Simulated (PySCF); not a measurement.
## input.py for ZnC⁺

File input.py (PySCF 2.14):

```python
from pyscf import gto, scf, mp

mol = gto.M(
    atom='Zn 0 0 0; C 0 0 2.1',
    basis='def2-svp',
    charge=1,
    spin=3,
    verbose=4,
)
mf = scf.UHF(mol)
mf.kernel()
mp.MP2(mf, frozen=6).kernel()
mf.dip_moment()
print('orbital energies (hartree):', [e[max(0, n-3):n+3].round(4) for e, n in zip(mf.mo_energy, mol.nelec)])
```

```bash
$ OMP_NUM_THREADS=1 python input.py
```

It prints (some set-up lines and the per-cycle HOMO/LUMO lines with their warnings removed):

```
PySCF version 2.14.0

[INPUT] Symbol           X                Y                Z      unit          X                Y                Z       unit  Magmom
[INPUT]  1 Zn     0.000000000000   0.000000000000   0.000000000000 AA    0.000000000000   0.000000000000   0.000000000000 Bohr   0.0
[INPUT]  2 C      0.000000000000   0.000000000000   2.100000000000 AA    0.000000000000   0.000000000000   3.968424861587 Bohr   0.0

nuclear repulsion = 45.3580466502857
number of shells = 17
number of NR pGTOs = 97
number of NR cGTOs = 45
basis = def2-svp
ecp = {}

******** <class 'pyscf.scf.uhf.UHF'> ********
method = UHF
initial guess = minao
damping factor = 0
level_shift factor = 0
DIIS = <class 'pyscf.scf.diis.CDIIS'>
SCF conv_tol = 1e-09
SCF max_cycles = 50
number electrons alpha = 19  beta = 16
init E= -1814.55621221073

cycle= 1 E= -1814.86903560718  delta_E= -0.313  |g|= 0.244  |ddm|= 1.37
cycle= 2 E= -1814.93055786903  delta_E= -0.0615  |g|= 0.0933  |ddm|= 0.492
cycle= 3 E= -1814.93797099116  delta_E= -0.00741  |g|= 0.0422  |ddm|= 0.146
cycle= 4 E= -1814.94182502524  delta_E= -0.00385  |g|= 0.0262  |ddm|= 0.0943
cycle= 5 E= -1814.94360599761  delta_E= -0.00178  |g|= 0.0167  |ddm|= 0.0599
cycle= 6 E= -1814.94460871335  delta_E= -0.001  |g|= 0.00722  |ddm|= 0.0634
cycle= 7 E= -1814.9448603197  delta_E= -0.000252  |g|= 0.00302  |ddm|= 0.0489
cycle= 8 E= -1814.94490250448  delta_E= -4.22e-05  |g|= 0.00205  |ddm|= 0.0175
cycle= 9 E= -1814.94493131672  delta_E= -2.88e-05  |g|= 0.00114  |ddm|= 0.017
cycle= 10 E= -1814.94494275625  delta_E= -1.14e-05  |g|= 0.000312  |ddm|= 0.0165
cycle= 11 E= -1814.94494319608  delta_E= -4.4e-07  |g|= 0.000123  |ddm|= 0.00261
cycle= 12 E= -1814.94494325033  delta_E= -5.43e-08  |g|= 4.69e-05  |ddm|= 0.00088
cycle= 13 E= -1814.944943255  delta_E= -4.66e-09  |g|= 1.22e-05  |ddm|= 0.000245
cycle= 14 E= -1814.94494325545  delta_E= -4.53e-10  |g|= 2.45e-06  |ddm|= 9.16e-05
Extra cycle  E= -1814.94494325546  delta_E= -7.5e-12  |g|= 1.19e-06  |ddm|= 4.48e-06
converged SCF energy = -1814.94494325546  <S^2> = 3.7888027  2S+1 = 4.0193545

******** <class 'pyscf.mp.ump2.UMP2'> ********
nocc = (np.int64(13), np.int64(10)), nmo = (39, 39)
frozen orbitals 6
E(UMP2) = -1815.3337646504  E_corr = -0.38882139493988
E(SCS-UMP2) = -1815.28945707719  E_corr = -0.34451382173728
E_corr(same-spin) = -0.140852137142972
E_corr(oppo-spin) = -0.247969257796907

WARN: System has nonzero charge 1; the dipole moment is origin-dependent.
Location of origin: [0. 0. 0.]

Dipole moment(X, Y, Z, Debye): -0.00000, -0.00000, -1.64127
orbital energies (hartree): [array([-0.6366, -0.6366, -0.6121, -0.2563, -0.0901, -0.0901]), array([-1.1274, -1.1274, -0.7796, -0.2618, -0.1038, -0.1005])]
```

In short: E(SCF) = -1814.944943 Eh, 14 cycles, E(MP2) − E(SCF) = -0.38882 Eh, ⟨S²⟩ = 3.789.

Run time: 1.2 s on 1 thread of Arm Neoverse V1 (shared host).

The bond length is a typed value, not an optimised one. The dipole of an ion depends on the origin. No search for the lowest solution was made.
